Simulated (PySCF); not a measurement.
## Finite-field polarisability of Be (beryllium, neutral)

[He] 2s2, closed-shell 1S. All numbers are calculated (PySCF 2.14, the non-relativistic Hamiltonian (point nucleus), in aug-cc-pVQZ with one added diffuse shell each of s, p, d, f, g type (7s6p5d4f3g, 105 functions)). Frozen: 1s2. Energy changes in a uniform field (μhartree):

| axis | F (au) | HF | MP2 | CCSD | CCSD(T) |
| --- | --- | --- | --- | --- | --- |
| x | 0.0021 | -100.594 | -93.909 | -83.700 | -83.700 |
| x | 0.0042 | -402.744 | -375.979 | -335.109 | -335.109 |

**Question.** Derive α along x at CCSD(T) from the two fields.

**Answer.** With ΔE = −αF²/2 − γF⁴/24, α = −(16 ΔE(F) − ΔE(2F))/(6F²) = 37.95 bohr³.

**Question.** And the mean polarisability at each level?

**Answer.** HF 45.61, MP2 42.58, CCSD 37.95, CCSD(T) 37.95 bohr³. Reference: 37.74 ± 0.03 bohr³ (recommended; Schwerdtfeger and Nagle, table of static dipole polarizabilities (2023 update)).

The same two fields give the second hyperpolarisability, to two digits from the fit; its basis error is larger: HF 38000, MP2 35000, CCSD 32000, CCSD(T) 32000 au.
